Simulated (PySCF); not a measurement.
C₄H₉AlN₂.
Geometry (GFN2-xTB, Å), atoms numbered from 1 in this order:
```
atom  x, y, z in Å
C1     2.9293    0.5002   -0.4970
C2     1.8043    0.1850    0.3168
N3     0.8902   -0.0522    0.9743
Al4   -0.6328   -1.2230    1.4366
C5    -1.6489   -1.1570   -0.3224
N6    -2.1542   -0.2182   -1.0113
C7    -2.0374    1.1163   -0.5211
H8     3.3534   -0.4249   -0.8875
H9     2.6166    1.1315   -1.3291
H10    3.6835    1.0219    0.0929
H11   -1.1593   -0.5836    2.7539
H12    0.1980   -2.5515    1.5321
H13   -1.8018   -2.1410   -0.8026
H14   -1.5509    1.7320   -1.2811
H15   -1.4598    1.1540    0.4222
H16   -3.0379    1.5194   -0.3553
```

Method used: TDDFT CAM-B3LYP/def2-SVPD, vertical, gas phase, core orbitals frozen in the response (PySCF).

Each state is given a Gaussian of 0.5 eV full width at half maximum, with ε(max) = 2.175×10⁸ f / Δν̃ (Δν̃ the width in cm⁻¹). The width is an assumption, not a result. The curve ends short of the highest state used, and states not computed would add to its high-energy end.

E (eV), ε (L mol⁻¹ cm⁻¹) and a bar:
```
     3.05          0 
     3.12          1 
     3.18          2 
     3.25          6 
     3.31         11 
     3.38         23 
     3.44         39 
     3.51         65 
     3.57         93 #
     3.64        126 #
     3.70        151 #
     3.77        168 #
     3.83        169 #
     3.90        156 #
     3.96        137 #
     4.02        118 #
     4.09        114 #
     4.15        144 #
     4.22        247 ##
     4.28        425 ###
     4.35        778 ######
     4.41       1225 #########
     4.48       1903 ##############
     4.54       2561 ###################
     4.61       3290 #########################
     4.67       3752 ############################
     4.74       3967 ##############################
     4.80       3828 #############################
     4.87       3336 #########################
     4.93       2741 #####################
     5.00       2007 ###############
     5.06       1458 ###########
     5.12       1040 ########
     5.19        730 ######
     5.25        587 ####
     5.32        518 ####
     5.38        515 ####
     5.45        574 ####
     5.51        698 #####
     5.58        970 #######
     5.64       1344 ##########
     5.71       1951 ###############
     5.77       2584 ####################
     5.84       3361 #########################
```

Q: Locate the maxima and give the states behind the curve.

A: 326 nm (3.81 eV), ε about 170, made up of S1 (100%); 261 nm (4.74 eV), ε about 4000, made up of S3 (97%) (ε in L mol⁻¹ cm⁻¹; maxima over ε = 5, shares over 10%). At its high-energy end, 5.84 eV, the curve is still rising (ε about 3400, from S5 and S6). The states used: S1 3.80 eV (f 0.0032); S2 4.57 eV (f 0.0032); S3 4.75 eV (f 0.071); S4 5.34 eV (f 0.0068); S5 5.85 eV (f 0.016); S6 6.03 eV (f 0.065); S7 6.23 eV (f 0.0073); S8 6.44 eV (f 0.023).

Q: Coming from long wavelengths, where does ε first pass 100 L mol⁻¹ cm⁻¹?

A: At about 346 nm (3.59 eV), 0.22 eV below S1.

Q: On this curve, what absorbance would a 10⁻⁵ mol/L sample give at 248 nm over a 1 cm path?

A: 248 nm is 4.999 eV, where ε is about 2000 L mol⁻¹ cm⁻¹, so A = ε c l ≈ 0.02 (Beer–Lambert, with the gas-phase spectrum and the assumed width).

Q: What would ε be at 4.74 eV, the highest of these maxima, with half the width (0.25 eV)?

A: About 7760 L mol⁻¹ cm⁻¹ against 3970, a factor of about 1.95; a lone state at its own centre would give exactly 2.

One conformer stands for the species.
